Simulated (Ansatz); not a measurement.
# Two structures, one formula

The two ends of one reaction step of GaNH4Cl2, singlet (PBE0-D4/def2-TZVP).

A:

Ga1  (0.381, -0.771, -0.109)
H2  (-2.398, 0.136, 0.200)
Cl3  (-0.221, -1.563, -1.988)
Cl4  (0.060, -1.938, 1.638)
H5  (-1.999, 0.769, 0.234)
N6  (1.135, 0.856, 0.001)
H7  (1.456, 1.342, -0.819)
H8  (1.585, 1.170, 0.844)
(Å)

B:

Ga1  (-0.668, -0.830, -0.034)
H2  (-2.169, -0.451, 0.121)
Cl3  (0.055, -1.473, -1.989)
Cl4  (0.334, -1.846, 1.615)
H5  (-0.090, 1.789, 0.192)
N6  (0.452, 0.942, 0.062)
H7  (0.980, 1.019, -0.802)
H8  (1.106, 0.850, 0.834)
(Å)

Program: Ansatz 0.2.0. Basis: def2-TZVPP. Cores are frozen in the correlated methods. Filled d shells of the heavier atoms are correlated. The def2 sets are not built for correlating such inner shells, so the correlated values are less sure here. B3LYP uses VWN-RPA correlation.

Problem. Which structure is lower at CCSD(T), and by how much? (An estimate is asked for; the value comes from the calculation.)

Solution. The calculation gives: B, by 100.7 kJ/mol (electronic energy, against the other). By their contacts, A is a complex of GaNH₂Cl₂ ([NH2][Ga]([Cl])[Cl]) + H₂ and B is GaNH₄Cl₂ ([NH3][GaH]([Cl])[Cl]).

All methods give the same order:

| method | E(B) − E(A) (kJ/mol) |
| --- | --- |
| SPW92 | -119.8 |
| PBE-D4 | -99.6 |
| BLYP-D4 | -90.9 |
| r2SCAN-D4 | -104.1 |
| B97M-V | -112.4 |
| PBE0-D4 | -107.8 |
| B3LYP-D4 | -99.1 |
| r2SCAN0-D4 | -109.5 |
| BHLYP-D4 | -108.1 |
| CAM-B3LYP-D4 | -104.4 |
| wB97X-V | -104.1 |
| wB97M-V | -104.4 |
| B2PLYP | -97.2 |
| PBE-QIDH | -107.8 |
| RPA on PBE | -96.2 |
| HF | -106.0 |
| MP2 | -96.1 |
| CCSD | -103.0 |
| CCSD(T) | -100.7 |

T1 diagnostic: at most 0.012.

Labels in which every atom is bracketed show which atoms are joined, not bond orders.

For scale, one of the runs: CCSD(T)/def2-TZVPP, 219 basis functions, launched by `ansatz run in.yaml --threads 4 --pin off --events-out ev --progress --plain --max-ram 9574MiB`. The run took 3.6 min on 4 CPU threads of an AMD EPYC (shared host), with 3.2 GiB of host memory at its peak.
